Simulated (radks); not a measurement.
Values are calculated unless marked as measured or tabulated.
Coulomb parameter of the 3d shell of the chromium ion Cr2+ in the model configuration [Ar] 3d3 4s1, as a second difference U = [E(n + 1) + E(n - 1) - 2 E(n)] / (1)^2 with all orbitals relaxed. "Bare": the charge of the atom changes with n. "Screened": the 4s shell takes up the change at fixed total charge, which measures U(3d,3d) + U(4s,4s) - 2 U(3d,4s). Code: a radial shooting solver on a logarithmic mesh with Libxc functionals. Model: scalar-relativistic Kohn-Sham, BLYP, spin-unpolarised, spherical densities, finite nucleus; Fermi nuclear charge, rms radius 3.6452 fm.

[
 {"case": "start", "configuration": "[Ar] 3d3 4s1", "E - E(n) (eV)": "0.000"},
 {"case": "bare +1", "configuration": "[Ar] 3d4 4s1", "E - E(n) (eV)": "-20.817"},
 {"case": "bare -1", "configuration": "[Ar] 3d2 4s1", "E - E(n) (eV)": "36.974"},
 {"case": "screened +1", "configuration": "[Ar] 3d4", "E - E(n) (eV)": "-5.690"},
 {"case": "screened -1", "configuration": "[Ar] 3d2 4s2", "E - E(n) (eV)": "9.694"}
]

U(bare) = 16.157 eV, U(screened by 4s) = 4.004 eV, against the Slater integral F0(3d,3d) = 22.044 eV with frozen orbitals.
